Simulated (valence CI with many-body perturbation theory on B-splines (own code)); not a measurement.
# E1 transitions of Pm54+

Level of theory: valence CI with perturbative core correlation (CI+MBPT): five valence electrons over a frozen Dirac-Fock core [He], a basis of 9 s, 9 p, 8 d, 6 f, 3 g, 1 h functions for each j, with the one-electron correlation potential Σ1, the two-electron term Σ2, the three-electron term Σ3, Breit, model QED; selected CI, second order for the rest (own B-spline code, finite nucleus).

No measured spectrum was set against this ion. As an estimate, large intervals hold to a few tenths of a per cent, small ones and those within an open d or f shell to about a per cent. Among the levels kept, up to 1200 cm⁻¹ of a level comes from second order outside the variational space, and about a tenth of that is noise between levels of different J, which matters for small intervals.

Lines 1 to 50 of 260 in falling wavelength, among levels below 524.19 Ry, chosen from the strongest by gf and those to the six lowest levels. Wavelengths and rates use the calculated energies. Electric multipoles are in the length gauge, E1 and E2 with the static RPA response of the core. Weak lines are less certain than strong ones. Lines between different terms over intervals too small for the method are left out, as are lines whose strength nearly cancels. The highest levels of a list are the least certain.

Levels are named by their leading jj configuration (3d3/2^4 stands for four electrons in 3d with j = 3/2), which in mixed levels can hold well under half, so a name can repeat and another be missing. Letters in brackets count levels of one name in rising energy.

| λ vac (Å) | Upper | Lower | A (s⁻¹) | log gf | Branch % |
| --- | --- | --- | --- | --- | --- |
| 184.9 | (2s 2p1/2^2 2p3/2 3p1/2) J=5/2 | (2s 2p1/2^2 2p3/2 3s) J=3/2 [a] | 1.84e+09 | -1.25 | 0.0 |
| 169.9 | (2s^2 2p1/2 2p3/2 3p1/2) J=5/2 | (2s^2 2p1/2 2p3/2 3s) J=3/2 [b] | 2.84e+09 | -1.13 | 0.3 |
| 158.6 | (2s^2 2p1/2 2p3/2 3p1/2) J=5/2 | (2s^2 2p1/2 2p3/2 3s) J=5/2 | 3.41e+09 | -1.11 | 0.4 |
| 158.1 | (2s^2 2p1/2^2 3p1/2) J=1/2 | (2s^2 2p1/2^2 3s) J=1/2 | 7.30e+09 | -1.26 | 0.8 |
| 148.3 | (2s^2 2p1/2 2p3/2 3p1/2) J=3/2 [a] | (2s^2 2p1/2 2p3/2 3s) J=3/2 [a] | 4.13e+09 | -1.26 | 0.6 |
| 135.9 | (2s 2p1/2^2 2p3/2 3p1/2) J=3/2 [a] | (2s 2p1/2^2 2p3/2 3s) J=5/2 | 7.60e+09 | -1.07 | 0.0 |
| 134.9 | (2s 2p1/2^2 2p3/2 3p1/2) J=5/2 | (2s 2p1/2^2 2p3/2 3s) J=5/2 | 5.48e+09 | -1.05 | 0.0 |
| 114.8 | (2s^2 2p1/2 2p3/2 3p1/2) J=3/2 [b] | (2s^2 2p1/2 2p3/2 3s) J=5/2 | 1.27e+10 | -1.00 | 0.6 |
| 104.0 | (2s^2 2p1/2 2p3/2 3d5/2) J=5/2 [b] | (2s^2 2p1/2 2p3/2 3p3/2) J=5/2 [b] | 5.89e+09 | -1.24 | 0.0 |
| 103.8 | (2s^2 2p1/2 2p3/2 3d5/2) J=7/2 [a] | (2s^2 2p1/2 2p3/2 3p3/2) J=5/2 [a] | 1.55e+10 | -0.70 | 0.1 |
| 103.7 | (2s 2p1/2^2 2p3/2 3d5/2) J=5/2 | (2s 2p1/2^2 2p3/2 3p3/2) J=5/2 [a] | 8.48e+09 | -1.09 | 0.0 |
| 101.9 | (2s 2p1/2^2 2p3/2 3d5/2) J=9/2 | (2s 2p1/2^2 2p3/2 3p3/2) J=7/2 | 2.56e+10 | -0.40 | 46.5 |
| 98.27 | (2s^2 2p1/2 2p3/2 3d5/2) J=7/2 [b] | (2s^2 2p1/2 2p3/2 3p3/2) J=5/2 [b] | 2.07e+10 | -0.62 | 0.0 |
| 97.34 | (2s 2p1/2^2 2p3/2 3d5/2) J=7/2 | (2s 2p1/2^2 2p3/2 3p3/2) J=5/2 [a] | 2.40e+10 | -0.56 | 0.0 |
| 97.16 | (2s^2 2p1/2 2p3/2 3d5/2) J=9/2 | (2s^2 2p1/2 2p3/2 3p3/2) J=7/2 | 2.73e+10 | -0.41 | 60.2 |
| 96.49 | (2s^2 2p1/2 2p3/2 3d5/2) J=5/2 [b] | (2s^2 2p1/2 2p3/2 3p3/2) J=3/2 [b] | 1.13e+10 | -1.02 | 0.0 |
| 96.00 | (2s^2 2p1/2^2 3d5/2) J=5/2 | (2s^2 2p1/2^2 3p3/2) J=3/2 | 2.85e+10 | -0.63 | 0.0 |
| 94.80 | (2s 2p1/2^2 2p3/2 3d5/2) J=3/2 | (2s 2p1/2^2 2p3/2 3p3/2) J=3/2 [a] | 9.64e+09 | -1.28 | 0.0 |
| 92.63 | (2s 2p1/2^2 2p3/2 3d5/2) J=5/2 | (2s 2p1/2^2 2p3/2 3p3/2) J=3/2 [a] | 1.98e+10 | -0.81 | 0.0 |
| 92.18 | (2s^2 2p1/2 2p3/2 3d5/2) J=5/2 [a] | (2s^2 2p1/2 2p3/2 3p3/2) J=3/2 [a] | 2.12e+10 | -0.79 | 0.0 |
| 88.18 | (2s^2 2p1/2 2p3/2 3d5/2) J=3/2 [a] | (2s^2 2p1/2 2p3/2 3p3/2) J=1/2 [a] | 1.85e+10 | -1.06 | 0.0 |
| 83.23 | (2s^2 2p1/2 2p3/2 3d5/2) J=7/2 [b] | (2s^2 2p1/2 2p3/2 3p3/2) J=7/2 | 6.31e+09 | -1.28 | 0.0 |
| 83.05 | (2s 2p1/2^2 2p3/2 3d5/2) J=7/2 | (2s 2p1/2^2 2p3/2 3p3/2) J=7/2 | 5.85e+09 | -1.32 | 0.0 |
| 78.19 | (2s^2 2p1/2 2p3/2 3d5/2) J=7/2 [a] | (2s 2p1/2^2 2p3/2 3s) J=5/2 | 1.26e+10 | -1.04 | 0.1 |
| 77.62 | (2s^2 2p1/2 2p3/2 3d5/2) J=3/2 [b] | (2s^2 2p1/2 2p3/2 3p3/2) J=3/2 [a] | 1.76e+10 | -1.20 | 0.0 |
| 61.70 | (2s 2p1/2^2 2p3/2 3d3/2) J=7/2 | (2s^2 2p1/2 2p3/2 3d3/2) J=5/2 [b] | 1.68e+10 | -1.12 | 1.3 |
| 56.42 | (2s 2p1/2^2 2p3/2 3p3/2) J=5/2 [a] | (2s^2 2p1/2 2p3/2 3p3/2) J=3/2 [b] | 5.23e+10 | -0.82 | 0.0 |
| 55.97 | (2s 2p1/2^2 2p3/2 3p3/2) J=7/2 | (2s^2 2p1/2 2p3/2 3p3/2) J=5/2 [a] | 8.91e+10 | -0.48 | 2.8 |
| 53.97 | (2s 2p1/2^2 2p3/2 3d5/2) J=3/2 | (2s 2p1/2^2 2p3/2 3p1/2) J=1/2 | 3.03e+10 | -1.28 | 0.0 |
| 53.27 | (2s 2p1/2^2 2p3/2 3d5/2) J=3/2 | (2s 2p1/2^2 2p3/2 3p1/2) J=3/2 [b] | 3.72e+10 | -1.20 | 0.0 |
| 52.25 | (2s 2p1/2^2 2p3/2^2) J=5/2 | (2s^2 2p1/2 2p3/2^2) J=5/2 | 1.19e+10 | -1.53 | 2.2 |
| 52.22 | (2s^2 2p1/2 2p3/2 3p3/2) J=3/2 [a] | (2s^2 2p1/2 2p3/2 3s) J=3/2 [b] | 7.28e+10 | -0.92 | 5.1 |
| 51.98 | (2s^2 2p1/2 2p3/2 3d3/2) J=5/2 [b] | (2s^2 2p1/2 2p3/2 3p1/2) J=3/2 [b] | 8.62e+10 | -0.68 | 0.0 |
| 51.86 | (2s^2 2p1/2 2p3/2 3d3/2) J=3/2 [b] | (2s^2 2p1/2 2p3/2 3p1/2) J=3/2 [b] | 6.33e+10 | -0.99 | 0.0 |
| 51.58 | (2s^2 2p1/2 2p3/2 3d3/2) J=5/2 [a] | (2s^2 2p1/2 2p3/2 3p1/2) J=5/2 | 2.43e+10 | -1.24 | 0.0 |
| 51.17 | (2s 2p1/2^2 2p3/2 3p3/2) J=5/2 [b] | (2s 2p1/2^2 2p3/2 3s) J=3/2 [b] | 2.17e+11 | -0.29 | 0.2 |
| 50.93 | (2s 2p1/2^2 2p3/2 3p3/2) J=3/2 [a] | (2s 2p1/2^2 2p3/2 3s) J=3/2 [a] | 1.41e+11 | -0.66 | 0.1 |
| 50.66 | (2s^2 2p1/2 2p3/2 3p3/2) J=1/2 [a] | (2s^2 2p1/2 2p3/2 3s) J=1/2 | 1.28e+11 | -1.01 | 2.6 |
| 49.81 | (2s 2p1/2^2 2p3/2 3d3/2) J=5/2 [a] | (2s 2p1/2^2 2p3/2 3p1/2) J=5/2 | 9.12e+10 | -0.69 | 0.1 |
| 49.70 | (2s 2p1/2^2 2p3/2 3d3/2) J=5/2 [b] | (2s 2p1/2^2 2p3/2 3p1/2) J=3/2 [b] | 1.44e+11 | -0.50 | 0.2 |
| 49.68 | (2s 2p1/2^2 2p3/2 3d3/2) J=1/2 [b] | (2s 2p1/2^2 2p3/2 3p1/2) J=1/2 | 9.64e+10 | -1.15 | 0.0 |
| 49.67 | (2s 2p1/2^2 2p3/2 3d3/2) J=5/2 [a] | (2s 2p1/2^2 2p3/2 3p1/2) J=3/2 [a] | 7.08e+10 | -0.80 | 0.1 |
| 49.64 | (2s^2 2p1/2 2p3/2 3p3/2) J=7/2 | (2s^2 2p1/2 2p3/2 3s) J=5/2 | 2.49e+11 | -0.13 | 24.3 |
| 49.61 | (2s 2p1/2^2 2p3/2 3p3/2) J=3/2 [b] | (2s^2 2p1/2 2p3/2 3p3/2) J=1/2 [c] | 7.62e+10 | -0.95 | 0.1 |
| 49.37 | (2s^2 2p1/2 2p3/2 3d3/2) J=3/2 [a] | (2s^2 2p1/2 2p3/2 3p1/2) J=3/2 [a] | 5.96e+10 | -1.06 | 0.0 |
| 49.07 | (2s^2 2p1/2 2p3/2 3p3/2) J=3/2 [a] | (2s^2 2p1/2 2p3/2 3s) J=1/2 | 9.06e+10 | -0.88 | 6.3 |
| 49.05 | (2s 2p1/2^2 2p3/2 3d3/2) J=3/2 | (2s 2p1/2^2 2p3/2 3p1/2) J=5/2 | 3.87e+10 | -1.25 | 0.0 |
| 48.96 | (2s^2 2p1/2 2p3/2 3d3/2) J=5/2 [a] | (2s^2 2p1/2 2p3/2 3p1/2) J=3/2 [a] | 1.46e+11 | -0.50 | 0.3 |
| 48.92 | (2s 2p1/2^2 2p3/2 3d3/2) J=3/2 | (2s 2p1/2^2 2p3/2 3p1/2) J=3/2 [a] | 1.44e+11 | -0.68 | 0.1 |
| 48.84 | (2s 2p1/2^2 2p3/2 3p3/2) J=1/2 [b] | (2s^2 2p1/2 2p3/2 3p3/2) J=1/2 [c] | 1.95e+11 | -0.86 | 2.2 |

**Question.** How does gf follow from A for the line at 51.58 Å?

**Answer.** gf = 1.4992 × (2J+1)_upper × A / σ², with σ = 1938830 cm⁻¹ and 2J+1 = 6: gf = 0.0582.
